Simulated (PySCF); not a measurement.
# Peak assignment

Atoms are numbered as in `[O:1]=[S:2](=[O:3])([OH:4])[c:5]1[cH:6][cH:7][cH:8][cH:9][cH:10]1`; H(Xn) means a hydrogen on atom n.

Calculated, not measured (PySCF 2.14): coordinates at the PBE0-D3(BJ)/def2-SVP level, shieldings: GIAO CAM-B3LYP/pcSseg-1. Gas phase, single conformer, no relativistic terms, averaged over atoms made equivalent by symmetry, fast rotation or ring inversion.

Scale: TMS for ¹³C and ¹H (reference shieldings calculated alike).

Question: Assign these signals to the numbered atoms. ¹³C{¹H} NMR (computed): δ 150.3, 143.3, 137.8, 136.9.

Answer: 
150.3 → C5, aromatic carbon bearing sulfur
143.3 → C8, aromatic CH
137.8 → C7/C9, aromatic CH: the aromatic region
136.9 → C6/C10, aromatic CH

C7/C9 and C6/C10 lie closer than the usual error of such a calculation, so a measured spectrum could show them in the other order.

Question: Assign these signals to the numbered atoms. ¹H NMR (400 MHz, computed): δ 8.14 (d, 2H), 7.68 (m, 1H), 7.62 (m, 2H), 4.35 (br s, 1H).

Answer: 
| δ (ppm) | atoms | environment | reason |
| --- | --- | --- | --- |
| 8.14 | H(C6)/H(C10) | hydrogen on an aromatic CH | ring-current deshielding |
| 7.68 | H(C8) | hydrogen on an aromatic CH | – |
| 7.62 | H(C7)/H(C9) | hydrogen on an aromatic CH | – |
| 4.35 | H(O4) | hydrogen on an oxygen bonded to S | exchangeable; this is the value without hydrogen bonding to other molecules |

H(C8) and H(C7)/H(C9) lie closer than the usual error of such a calculation, so a measured spectrum could show them in the other order.

OH and NH positions are those of a molecule without intermolecular hydrogen bonds; in solution they move with solvent, concentration and temperature, and exchange usually removes their couplings. Shifts are as computed, not scaled to solution data. Of 1211 compounds with measured shifts, 218 miss one by over three times the rms of a fit or turn the order of signals round; such compounds aren't used in these exercises. No couplings were computed; multiplicities are counted from neighbouring protons, with m where these are inequivalent, close in shift, in a saturated or five-membered ring or joined by F or P, and br s for small geminal =CH2 splittings.
